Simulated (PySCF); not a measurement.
DyB: energy against distance

Set-up: basis Dy x2c-SVPall, B x2c-SVPall; spin-free X2C with a Gaussian nucleus; PySCF 2.14. Energies in eV from Dy (4f10 6s2) + B in their ground configurations at the same level. State: octet, about 9.7 electrons in the 4f shell (Mulliken), real f orbitals that mix terms.

All columns are PBE0. A positive dipole means Dy(−)B(+).

| R (Å) | E (eV) | μ (D) | Mulliken charge on Dy (basis-dependent) | HOMO (eV) | LUMO (eV) | Mayer bond order | ⟨S²⟩ |
| --- | --- | --- | --- | --- | --- | --- | --- |
| 2.018 | -0.609 | -3.52 | 0.22 | -4.28 | -2.08 | 2.20 | 16.19 |
| 2.112 | -0.895 | -4.41 | 0.30 | -4.07 | -2.16 | 2.03 | 16.07 |
| 2.206 | -1.079 | -4.61 | 0.31 | -4.12 | -2.18 | 1.96 | 16.00 |
| 2.277 | -1.146 | -4.76 | 0.32 | -4.15 | -2.18 | 1.90 | 15.95 |
| 2.347 | -1.164 | -4.91 | 0.33 | -4.18 | -2.18 | 1.84 | 15.90 |
| 2.417 | -1.144 | -5.06 | 0.34 | -4.21 | -2.23 | 1.76 | 15.86 |
| 2.511 | -1.072 | -5.27 | 0.35 | -4.27 | -2.29 | 1.66 | 15.83 |
| 2.629 | -0.932 | -5.53 | 0.37 | -4.15 | -2.38 | 1.54 | 15.80 |
| 2.769 | -0.721 | -5.89 | 0.39 | -4.00 | -2.48 | 1.39 | 15.78 |
| 2.957 | -0.405 | -6.44 | 0.41 | -3.80 | -2.59 | 1.23 | 15.77 |

A fit through these points gives, at Re = 2.341 Å, μ = -4.90 D and dμ/dR = -2.12 D/Å; the reduced mass is 10.32 u.

Question: How strong is the fundamental in the double-harmonic approximation, I = 42.26·(dμ/dR)²/μred km/mol?

Answer: I = 42.26·(-2.12)²/10.32 = 18.4 km/mol at PBE0.

These are scalar-relativistic numbers at best; spin–orbit coupling would shift them, the dissociation energy most. With d or f electrons several states lie close, and the lowest PBE0 determinant need not be the measured ground state.
